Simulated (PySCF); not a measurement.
GeCl, MP2: how much the basis matters

PySCF, UHF reference; doublet, unpaired electrons π ↑; De to Ge + Cl without counterpoise correction. Frozen cores follow the default of each basis and core potential.

```json
{"basis": "cc-pVDZ-PP/cc-pV(D+d)Z", "relativity": "scalar-relativistic core potentials", "functions": "46", "Re (Å)": "2.192", "ωe (cm⁻¹)": "409", "De (eV)": "3.64", "frozen orbitals": "9"}
{"basis": "def2-TZVPP", "relativity": "no relativity", "functions": "90", "Re (Å)": "2.167", "ωe (cm⁻¹)": "419", "De (eV)": "4.06", "frozen orbitals": "14"}
{"basis": "def2-TZVPPD", "relativity": "no relativity", "functions": "105", "Re (Å)": "2.169", "ωe (cm⁻¹)": "415", "De (eV)": "4.09", "frozen orbitals": "14"}
```

Problem. How does each smaller set differ from the one with most functions, def2-TZVPPD?

Solution. cc-pVDZ-PP/cc-pV(D+d)Z: +2.3 pm, -1.4 % in ωe, -0.45 eV in De; def2-TZVPP: -0.2 pm, +1.0 % in ωe, -0.03 eV in De. All at MP2; the set with most functions is neither the basis-set limit nor always the best. The rows treat relativity differently, so the differences are not basis effects alone.

Correlated steps freeze the inner cores (9 to 14 orbitals); shallow outer-core shells are correlated. Correlated levels converge slowly with the basis: in double zeta they bind strong bonds too weakly, by up to about 1 eV, and carry superposition errors of some tenths. Spin–orbit coupling is left out. The state is the lowest determinant that a PBE0 search found; another state may lie lower at other levels.
